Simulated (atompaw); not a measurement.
# u(r) = r·R(r): atom against pseudo-atom (tellurium)

Columns: radius, all-electron u(r) and pseudo u(r) of the 5p shell (level -9.69 eV) of tellurium in the configuration [Kr] 4d10 5s2 5p3.5; PBE, scalar-relativistic, PAW (atompaw) scheme, atompaw 4.2.0.5.

```json
{"r (bohr)": "0.092", "all-electron": "-0.0925", "pseudo": "0.0046"}
{"r (bohr)": "0.185", "all-electron": "0.1678", "pseudo": "0.0184"}
{"r (bohr)": "0.277", "all-electron": "0.1771", "pseudo": "0.0406"}
{"r (bohr)": "0.369", "all-electron": "0.0063", "pseudo": "0.0708"}
{"r (bohr)": "0.462", "all-electron": "-0.1788", "pseudo": "0.1082"}
{"r (bohr)": "0.554", "all-electron": "-0.2930", "pseudo": "0.1511"}
{"r (bohr)": "0.646", "all-electron": "-0.3241", "pseudo": "0.1985"}
{"r (bohr)": "0.738", "all-electron": "-0.2869", "pseudo": "0.2490"}
{"r (bohr)": "0.831", "all-electron": "-0.2029", "pseudo": "0.3018"}
{"r (bohr)": "0.923", "all-electron": "-0.0950", "pseudo": "0.3543"}
{"r (bohr)": "1.015", "all-electron": "0.0221", "pseudo": "0.4059"}
{"r (bohr)": "1.108", "all-electron": "0.1391", "pseudo": "0.4558"}
{"r (bohr)": "1.200", "all-electron": "0.2473", "pseudo": "0.5020"}
{"r (bohr)": "1.292", "all-electron": "0.3442", "pseudo": "0.5442"}
{"r (bohr)": "1.385", "all-electron": "0.4293", "pseudo": "0.5822"}
{"r (bohr)": "1.477", "all-electron": "0.5004", "pseudo": "0.6147"}
{"r (bohr)": "1.569", "all-electron": "0.5588", "pseudo": "0.6420"}
{"r (bohr)": "1.662", "all-electron": "0.6061", "pseudo": "0.6643"}
{"r (bohr)": "1.754", "all-electron": "0.6421", "pseudo": "0.6812"}
{"r (bohr)": "1.846", "all-electron": "0.6685", "pseudo": "0.6933"}
{"r (bohr)": "1.938", "all-electron": "0.6863", "pseudo": "0.7009"}
{"r (bohr)": "2.031", "all-electron": "0.6968", "pseudo": "0.7043"}
{"r (bohr)": "2.123", "all-electron": "0.7007", "pseudo": "0.7039"}
{"r (bohr)": "2.215", "all-electron": "0.6990", "pseudo": "0.6999"}
{"r (bohr)": "2.308", "all-electron": "0.6925", "pseudo": "0.6926"}
{"r (bohr)": "2.400", "all-electron": "0.6821", "pseudo": "0.6821"}
```

Problem. How many radial nodes do the two functions have?

Solution. The all-electron 5p function has n − l − 1 = 3; the pseudo-wave has 0, since the states of the same l below it are removed with the core.

Problem. Where does each function peak?

Solution. Outermost all-electron maximum near 2.12 bohr, pseudo maximum near 2.03 bohr (to the table’s step).

Problem. Is the pseudo-wave norm-conserving?

Solution. No, it belongs to a PAW set: the norm inside the radius is not constrained, and the difference is carried by the augmentation charge.
